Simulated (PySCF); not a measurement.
Delta-SCF ions had no search for a lower state. Excitations are Tamm–Dancoff values on a coarser integration grid. The basis has no diffuse functions, so Rydberg states are missing or too high.

Z-matrix (Å, degrees):
```
Si
O 1 1.6420
H 2 0.9588 1 117.34
H 1 1.4779 2 104.51 3 -173.91
H 1 1.4843 4 111.82 2 122.11
S 1 2.1328 4 111.68 5 114.74
H 6 1.3440 1 94.66 4 52.47
```
Charge 0, spin multiplicity 1.

Task: What is the computed vertical ionisation energy (Delta-SCF), T1 excitation (TDA) and dipole moment (PySCF with PBE0-D4/def2-TZVP)?

Result: 
| Item | Result |
|---|---|
| vertical ionisation energy (Delta-SCF) | 10.03 eV |
| T1 excitation (TDA) | 5.80 eV |
| dipole moment | 0.84 D |
